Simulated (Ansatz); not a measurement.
Stepwise reaction of `C=C[Si](O)(O)F` with ammonia, as a gas-phase model of exchange steps in deposition or etching. ΔE in kJ/mol.

Gas-phase electronic energies from Ansatz, PBE0-D4/def2-TZVP geometries. CCSD(T)/CBS is the MP2 limit (def2-TZVPP, def2-QZVPP) plus CCSD(T) − MP2 in def2-TZVPP, frozen cores. This one scheme is used for every species. DFT in def2-TZVPP. B3LYP here is the variant with VWN-RPA as its local correlation; programs differ in this. One conformer a species, not always the lowest.

| step | reaction | PBE-D4 | B3LYP-D4 | ωB97M-V | CCSD(T)/CBS |
| --- | --- | --- | --- | --- | --- |
| 2 | `C=C[Si](N)(O)F` + NH₃ → `C=C[Si](N)(N)F` + H₂O | 40.6 | 43.5 | 43.3 | 41.0 |

Give the row of step 1, `C=C[Si](O)(O)F` + NH₃ → `C=C[Si](N)(O)F` + H₂O. (An estimate is asked.)

Computed: 
```csv
step,reaction,PBE-D4,B3LYP-D4,ωB97M-V,CCSD(T)/CBS
1,`C=C[Si](O)(O)F` + NH₃ → `C=C[Si](N)(O)F` + H₂O,44.5,48.2,48.0,45.4
```

By hand: ΔE of the 2 steps together at CCSD(T)/CBS.

(45.4) + (41.0) = 86.4 kJ/mol, or 43.2 kJ/mol a step.

In ΔE the steps differ by no more than 4.4 kJ/mol. All are uphill at CCSD(T)/CBS. PBE-D4 differs from CCSD(T)/CBS by -0.9 to -0.4 kJ/mol a step. Isolated molecules leave out the surface, adducts and barriers. Largest T1 diagnostic: 0.012.
